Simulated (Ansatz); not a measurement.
Cost and result up the ladder for Be4O3 (the lowest singlet isomer of a short search) (7 atoms). The state is a singlet with charge 0. Geometry: PBE0-D4/def2-SVP.

Cartesian coordinates in Å:
```
Be -0.945 1.482 0.243
Be 0.868 -1.193 0.228
Be 0.117 0.464 1.708
Be -0.349 -0.027 -1.452
O -1.101 1.186 -1.169
O 0.496 -1.168 -1.170
O 0.914 -0.744 1.612
```

Ansatz on 4 threads of Arm Neoverse V2 on a shared host. Times are rough, and most runs start from the orbitals of an earlier one. ωB97M-V/def2-TZVP serves as the yardstick here, not as an exact answer. Differences are given only for rows in sets of like size (and for xTB, whose basis is part of the method), since another set adds its own error. Binding counts from free atoms at the same level (Be singlet, O triplet; other spins of the atoms weren't run), without zero-point energy or a counterpoise term.

HSE06 is defined as in plane-wave codes, on full-range PBE exchange. Correlated methods freeze 3 core orbitals. The structure comes from a short search, and lower isomers may exist.

Correlated methods converge slowly with the basis.

| level | functions | wall time |
| --- | --- | --- |
| PBE-D4/def2-SVP | 78 | 0.6 s |
| PBE0-D4/def2-SVP | 78 | 0.8 s |
| MP2/def2-TZVP | 169 | 1.1 s |
| PBE-D4/def2-TZVP (with forces) | 169 | 1.2 s |
| HSE06-D4/def2-TZVP | 169 | 1.5 s |
| PBE0-D4/def2-TZVP | 169 | 1.6 s |
| r2SCAN-D4/def2-TZVP | 169 | 2.3 s |
| ωB97X-V/def2-TZVP | 169 | 4 s |
| ωB97M-V/def2-TZVP | 169 | 4.5 s |
| CCSD(T)/def2-TZVPP | 169 | 45 s |

Problem. Estimate what each level gives for the binding energy per atom (eV).

Solution. 
| level | binding energy per atom (eV) | difference from ωB97M-V/def2-TZVP (eV) |
| --- | --- | --- |
| PBE-D4/def2-SVP | 4.62 | – |
| PBE0-D4/def2-SVP | 4.42 | – |
| MP2/def2-TZVP | 4.51 | 0.08 |
| PBE-D4/def2-TZVP (with forces) | 4.62 | 0.19 |
| HSE06-D4/def2-TZVP | 4.45 | 0.02 |
| PBE0-D4/def2-TZVP | 4.45 | 0.01 |
| r2SCAN-D4/def2-TZVP | 4.57 | 0.14 |
| ωB97X-V/def2-TZVP | 4.44 | 0.01 |
| ωB97M-V/def2-TZVP | 4.43 | 0.00 |
| CCSD(T)/def2-TZVPP | 4.14 | -0.30 |
